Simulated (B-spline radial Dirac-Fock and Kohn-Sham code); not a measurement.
# Radiative decay of the L2 hole in Rb⁺

System: Rb⁺, [Ar] 3d10 4s2 4p6.

Level of theory: a relativistic independent-particle model: LDA orbitals of the hole state, radiative multipoles to third order, Auger rates from the Coulomb interaction with a continuum orbital, Dirac-Fock energies; a radial atomic solver.

```
       line  multipole  energy (eV)  rate (s⁻¹)  share (%)
 Lη (L2-M1)         E1       1539.7    1.43e+12       3.09
Lβ1 (L2-M4)         E1       1754.1    4.47e+13       96.4
Lγ5 (L2-N1)         E1       1831.1    2.14e+11      0.462
```

The listed lines hold 100.0 % of the radiative rate. The radiative width is 0.0305 eV in the length form and 0.0313 eV in the velocity form; the two differ because the transition energies are not eigenvalue differences of the potential that gave the orbitals.

Values without a named source are computed, but for edge energies of neutral atoms, which are taken from tables.
